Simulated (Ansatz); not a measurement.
Geometry optimisation, RKS PBE-D4/def2-SVP in Ansatz 0.2.0.

The input (input.yaml):

```yaml
crystal:
  periodic: [false, false, false]
  atoms:
    - { symbol: Zr, position_ang: [0.115444, -0.049541, 0.067087] }
    - { symbol: "N", position_ang: [0.034803, -0.049636, 2.226653] }
    - { symbol: H, position_ang: [0.071159, -0.910612, 2.788236] }
    - { symbol: H, position_ang: [0.386635, 0.724682, 2.804928] }
    - { symbol: F, position_ang: [1.955031, -0.132375, -0.435481] }
    - { symbol: F, position_ang: [-0.473283, 1.637996, -0.610906] }
    - { symbol: F, position_ang: [-0.686318, -1.644389, -0.61496] }
    - { symbol: F, position_ang: [-2.812524, 0.209921, 1.249795] }
    - { symbol: H, position_ang: [-2.177748, 0.225355, 1.942449] }
basis:
  gaussian: { orbitals: def2-SVP }
hamiltonian:
  xc: pbe
  dispersion: d4
relax:
  f_tol: 0.03
  max_steps: 50
```

Command:

```bash
$ ansatz run input.yaml --threads 4 --pin off --max-ram 5120MiB --backend cpu --events-out ev --progress --plain --runs-dir out
```

Problem. Where does it end, and by what steps?

Solution. The run converged. The force dipped under the threshold on the way, but the program's further checks kept it going. After 21 steps the energy has fallen by 2.162 eV; F8 moved furthest, 1.59 Å. Parted: F8–H9 (0.94 → 2.96 Å). Joined: Zr1–F8 (3.17 → 1.93 Å), N2–H9 (2.25 → 1.03 Å).

```
step  energy less start (eV)  largest force component (eV/Å)  accepted
   0                  0.0000                           1.559       yes
   1                 -0.2317                           0.731       yes
   2                 -0.4186                           0.775       yes
   3                 -0.5725                           0.569       yes
   4                 -0.7169                           1.230       yes
   5                 -1.0072                           1.561       yes
   6                 -1.1613                           6.480       yes
   7                 -1.6193                           0.992       yes
   8                 -1.7954                           0.552       yes
   9                 -1.8554                           1.184       yes
  10                 -1.8846                           0.500       yes
  11                 -1.9043                           0.619       yes
  12                 -1.9390                           0.413       yes
  13                 -1.9787                           0.574       yes
  14                 -2.0334                           0.638       yes
  15                 -2.1129                           0.291       yes
  16                 -2.1538                           0.108       yes
  17                 -2.1609                           0.011       yes
  18                 -2.1611                           0.069       yes
  19                 -2.1616                           0.035       yes
  20                 -2.1621                           0.002       yes
  21                 -2.1623                           0.028       yes
```

```xyz
9
Properties=species:S:1:pos:R:3
Zr -0.526 -0.287 -0.037
N -0.248 0.343 2.330
H -0.101 -0.476 2.939
H 0.560 0.964 2.483
F 1.168 -1.127 0.346
F -0.530 1.637 -0.187
F -0.742 -0.776 -1.884
F -2.099 -1.105 0.723
H -1.069 0.839 2.706
```

Whether the end is a true minimum wasn't checked by a vibrational analysis.

Time of the run: 33 s on 4 threads of Arm Neoverse V1, on a shared host, peak memory 0.17 GiB.
